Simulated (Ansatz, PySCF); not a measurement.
PySCF was given this input:
```python
from pyscf import gto, scf, dft

mol = gto.Mole()
mol.atom = '''
    Ge    0.01772041    0.00659318    1.06702307
    Br    1.10832851   -1.68300099   -0.49594218
    Br   -1.12453002    1.67697294   -0.47962177
'''
mol.basis = '6-311g**'
mol.charge = -1
mol.spin = 1
mol.verbose = 4
mol.build()

mf = dft.UKS(mol)
mf.xc = 'r2scan'
mf.grids.atom_grid = (99, 590)
mf.grids.prune = None
mf.kernel()
```

Write the same job for Ansatz (a quantum-chemistry and plane-wave program).

This is not unique; one that fits is 
Ansatz 0.2 input:
```yaml
crystal:
  periodic: [false, false, false]
  atoms:
    - {symbol: Ge, position_ang: [0.01772041, 0.00659318, 1.06702307]}
    - {symbol: Br, position_ang: [1.10832851, -1.68300099, -0.49594218]}
    - {symbol: Br, position_ang: [-1.12453002, 1.67697294, -0.47962177]}
basis:
  gaussian:
    orbitals: 6-311G__.json
hamiltonian:
  xc: r2scan
total_charge: -1
magnetization: {spin_polarized: true, initial_magnetization: 1}
accuracy: high
```
The basis file holds 6-311G** in the JSON format of the Basis Set Exchange.

Both were run: PySCF gave -7225.310580 Eh and Ansatz -7225.310635 Eh, 0.056 mEh apart.
